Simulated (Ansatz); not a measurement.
Molecule: CF$_{3}$NOSi (charge 0, singlet). SMILES: O=C=N[Si](F)(F)F
Geometry from a B3LYP-D3(BJ)/def2-TZVP (Ansatz, a first-principles code) optimisation:
```xyz
7

O      3.2467    -0.1067    -0.2157
C      2.0996    -0.0895    -0.0398
N      0.9217    -0.0790     0.1757
Si    -0.7376     0.0254     0.0432
F     -1.4002    -0.2320     1.4439
F     -1.1694     1.4519    -0.4580
F     -1.2856    -1.0436    -0.9715
```

Wanted: vertical ionisation energy (to the doublet state of charge +1; each state is the SCF solution reached for its spin; the UHF <S^2> is 0.93 for the doublet (pure: 0.75)), in eV. Cores are frozen in the correlated levels unless marked. Open shells are spin-unrestricted. No spin-orbit coupling. No relativistic terms. Basis-set limits of correlation are two-point, X^-3; Hartree-Fock from the larger set. [CCSD(T)-MP2]/basis is that difference in the basis named.

```tsv
level	program	vertical ionisation energy (eV)
r2SCAN/def2-TZVPD	Ansatz	12.17
B3LYP/def2-TZVPD	Ansatz	12.38
PBE0/def2-TZVPD	Ansatz	12.37
CAM-B3LYP/def2-TZVPD	Ansatz	[?]
wB97M-V/def2-TZVPD	Ansatz	[?]
wB97X-V/def2-TZVPD	Ansatz	[?]
SCS-MP2/aug-cc-pV(D+d)Z	Ansatz	12.97
CCSD/aug-cc-pV(D+d)Z	Ansatz	[?]
CCSD/aug-cc-pV(T+d)Z	Ansatz	12.38
RI-MP2/CBS(aug-cc-pV(T+d)Z,aug-cc-pV(Q+d)Z)+[CCSD(T)-MP2]/aug-cc-pV(T+d)Z	Ansatz	12.62
```

Q: What belongs in the gaps?

A: 
- CAM-B3LYP/def2-TZVPD, vertical ionisation energy (eV): 12.51
- wB97M-V/def2-TZVPD, vertical ionisation energy (eV): 12.45
- wB97X-V/def2-TZVPD, vertical ionisation energy (eV): 12.47
- CCSD/aug-cc-pV(D+d)Z, vertical ionisation energy (eV): 12.25
